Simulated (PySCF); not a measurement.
Species: C₇H₁₁S (doublet state).
Atom-mapped SMILES: `[CH2:1][C:2](=[CH2:3])/[CH:4]=[CH:5]/[S:6][CH2:7][CH3:8]` (hydrogens: H9, H10 on C1; H11, H12 on C3; H13 on C4; H14 on C5; H15, H16 on C7; H17, H18, H19 on C8)

Structure used (GFN2-xTB), in Å, numbered top down from 1:
```
atom  x, y, z in Å
C1    -2.640   -0.724   -0.469
C2    -2.293    0.243    0.455
C3    -3.145    0.576    1.492
C4    -1.019    0.960    0.363
C5     0.059    0.525   -0.286
S6     1.549    1.436   -0.400
C7     2.669    0.139   -1.040
C8     3.064   -0.853    0.037
H9    -3.572   -1.252   -0.382
H10   -2.016   -0.960   -1.310
H11   -4.089    0.078    1.613
H12   -2.886    1.334    2.210
H13   -0.967    1.902    0.891
H14    0.084   -0.421   -0.806
H15    3.539    0.676   -1.417
H16    2.164   -0.349   -1.874
H17    2.185   -1.351    0.444
H18    3.576   -0.344    0.850
H19    3.730   -1.607   -0.378
```

The hyperfine couplings belong to this conformer and change with its torsions.

Computed with UKS B3LYP, pcH-1 on C H S, non-relativistic, mean-field spin-orbit, GIAO in PySCF. One conformer (not necessarily the lowest) at the GFN2-xTB geometry, without solvent, vibrations or thermal averaging. The geometry wasn't refined by DFT: couplings that depend on bond lengths, twists or pyramidal angles can differ widely from those at the functional's own minimum. The frame is twisted about the C2–C4 bond at this geometry (dihedral C3–C2–C4–H13 = -20°); couplings at other torsion angles weren't computed. No stability test was run, so a lower SCF solution isn't excluded. ⟨S²⟩ is 0.787 where a pure state has 0.75.

Problem. Give the principal g shifts and their parts.

Solution. 
```json
{"Δg (ppm)": "relativistic mass correction", "1": "-133", "2": "-133", "3": "-133"}
{"Δg (ppm)": "gauge correction", "1": "4", "2": "28", "3": "29"}
{"Δg (ppm)": "orbital Zeeman/spin–orbit", "1": "-60", "2": "387", "3": "497"}
{"Δg (ppm)": "total", "1": "-190", "2": "282", "3": "393"}
```

So g = 2.00213, 2.00260, 2.00271 and g_iso = 2.00248; the tensor is rhombic: the two nearest values differ by 19 % of g3 − g1. 

Problem. At 33.832 GHz, how far is the centre of the isotropic spectrum from where a free electron (g = 2.002319) resonates?

Solution. B = hν/(g μB) with μB/h = 13.99624 MHz/mT gives 1207.21 mT for the free electron and 1207.11 mT at g_iso, 0.10 mT lower.

Problem. What effective moment and Curie constant follow for a powder?

Solution. With the mean of g² = 4.0099 and S(S+1) = 0.75: μ_eff = √(⟨g²⟩S(S+1)) = 1.734 μB and χT = 0.12505·⟨g²⟩·S(S+1) = 0.376 cm³ K/mol (cgs; spin-Hamiltonian part alone).

Problem. In a frozen sample, at which fields do the three g values resonate at 9.5, 34, 94 and 263 GHz (hyperfine left aside), and which band first spreads them over more than twice a line width of 0.5 mT?

Solution. 
```
band    GHz  B(g3) mT  B(g2) mT  B(g1) mT  spread mT
   X    9.5    338.92    338.94    339.02       0.10
   Q   34.0   1212.97   1213.03   1213.32       0.35
   W   94.0   3353.50   3353.68   3354.47       0.98
   J  263.0   9382.65   9383.17   9385.38       2.73
```

The spread grows in proportion to the frequency. J band is the first where it exceeds 1.0 mT.

The largest Mulliken spin populations are on C1 (+0.72), C3 (+0.68), C2 (-0.26) and C5 (-0.07). The positive populations add up to 1.47 and the negative ones to -0.47, together 2S = 1. The angles at C1 add up to 360.0°, so it is planar; its axial dipolar tensor and the negative couplings of its protons fit spin in a p orbital normal to that plane.

The HOMO–LUMO gaps are 4.76 eV among the α and 3.34 eV among the β orbitals.

Hardware: Arm Neoverse V2, one thread, no GPU, shared host with 32 logical CPUs at a one-minute load of 12. Cost: 1.7 min (grids of density and orbitals included), 1.1 GiB resident at most.
